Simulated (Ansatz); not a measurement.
Consider the ligand exchange at the Al–O bond: `O[Si](O)(O)[O][AlH2]` + `N=C[SeH]` → `[AlH2]/[N]=C\[SeH]` + `O[Si](O)(O)O`.

Program: Ansatz. Geometries: PBE0-D4/def2-TZVP. ΔE: electronic, gas phase. CCSD(T)/CBS adds triple-zeta CCSD(T) − MP2 to the extrapolated MP2 energy (def2 sets, frozen cores). This one scheme is used for every species. DFT in def2-TZVPP. For Se outer-core shells are correlated without core-valence functions, which leaves a few kJ/mol of doubt a bond. Scalar relativity is left out up to krypton. Each species was taken in one conformer, which may not be the lowest.

```
       level  ΔE (kJ/mol)
      B2PLYP         59.5
HF/CBS(def2)         76.5
```

Q: What does CCSD(T)/CBS give? (Estimate.)

A: Computed: +64.8 kJ/mol. The listed levels differ from it by -5.3, 11.7 kJ/mol.

Largest T1 diagnostic among the species: 0.013.

From BLYP to BHLYP (50 % exact exchange), in def2-TZVPP and without D4, ΔE moves by +12.9 kJ/mol. Leaving LDA and LC-ωPBE aside and taking each functional with its dispersion term where it has one, the values, not all of them listed here, spread over 17.3 kJ/mol, from PBE-D4 to BHLYP-D4. LDA lies −4.4 kJ/mol from PBE without D4. In def2-TZVPP, CCSD(T) changes the Hartree–Fock value by −9.2 kJ/mol (the triples alone add −2.9 kJ/mol) and MP2 by −12.5 kJ/mol.
